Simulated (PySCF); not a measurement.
Radial density of Ga (gallium, neutral)

UHF, [Ar] 3d10 4s2 4d1, 2D determinant (an excited configuration). All numbers are calculated (PySCF 2.14, a scalar-relativistic core potential, in aug-cc-pVQZ-PP with one added diffuse shell each of s, p, d, f, g type with ECP10MDF (8s7p6d4f3g, 114 functions)). This is the valence pseudo-density: the core potential removes the inner electrons and smooths the orbitals near the nucleus.

```tsv
r (bohr)	4πr²ρ (e/bohr)	4πr²(ρα − ρβ)
0.00178	1.503e-05	0.0000
0.00299	4.125e-05	0.0000
0.00503	0.0001084	0.0000
0.00846	0.0002660	0.0000
0.0142	0.0006142	0.0000
0.0239	0.001370	0.0000
0.0403	0.004636	0.0000
0.0677	0.03875	0.0000
0.114	0.3908	0.0000
0.192	2.777	0.0002
0.322	12.95	0.0007
0.542	26.78	0.0008
0.912	13.50	0.0001
1.53	2.796	-0.0016
2.58	0.8609	0.0066
4.34	0.1260	0.0385
7.30	0.1013	0.1007
12.3	0.07029	0.0703
20.7	0.005749	0.0057
```

Energies and moments cover only the electrons outside the core potential. The outer electron is Rydberg-like, and this basis confines it to a smaller radius and binds it less than a complete one would.
